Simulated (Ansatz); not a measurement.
```xyz
5

O     0.480   -0.163    0.915
Cu   -0.294    0.424   -0.784
Cl   -1.124    1.024   -2.584
H     1.095   -0.900    0.852
H    -0.157   -0.384    1.601
```

Total charge 0; spin multiplicity 1.

Question: List the PBE0/def2-TZVPP orbital energies in eV (Ansatz). (Estimate.)

Answer: Ansatz gave: Occupied: -8798.19, -2765.18, -1059.20, -927.69, -927.69, -927.67, -525.67, -256.99, -195.25, -195.16, -195.16, -118.29, -76.99, -76.84, -76.80, -31.23, -20.40, -17.80, -14.76, -12.29, -9.08, -8.59, -8.52, -7.91, -7.91, -6.92, -6.75, -6.70. Lowest empty: -1.33, 1.03, 1.06, 1.80, 1.90, 3.47, 4.91, 5.02.
